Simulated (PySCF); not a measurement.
Mg(SH)(SiH3) (H4MgSSi), SMILES [SiH3][Mg][SH]. Atoms are numbered in the order given.

```xyz
7

Mg     0.0252     0.0990    -0.0840
S      0.5508     1.7593    -1.6049
H      1.4031     0.9391    -2.2683
Si    -0.5942    -1.7097     1.6351
H     -1.3227    -2.8695     1.0177
H     -1.4877    -1.1836     2.7226
H      0.6091    -2.2882     2.3241
```

The structure is a stationary point at PBE-D3(BJ)/def2-TZVP. One conformer was computed; it need not be the lowest.

Computed with PBE/def2-TZVPD (PySCF).

Mulliken values depend strongly on the basis, most of all with diffuse functions as here. Atomic charges (e):

```json
[
 {"atom": "Mg1", "Mulliken": "0.39", "IAO": "1.27"},
 {"atom": "S2", "Mulliken": "-0.57", "IAO": "-0.84"},
 {"atom": "H3", "Mulliken": "0.19", "IAO": "0.10"},
 {"atom": "Si4", "Mulliken": "0.05", "IAO": "-0.29"},
 {"atom": "H5", "Mulliken": "-0.02", "IAO": "-0.08"},
 {"atom": "H6", "Mulliken": "-0.02", "IAO": "-0.08"},
 {"atom": "H7", "Mulliken": "-0.02", "IAO": "-0.08"}
]
```
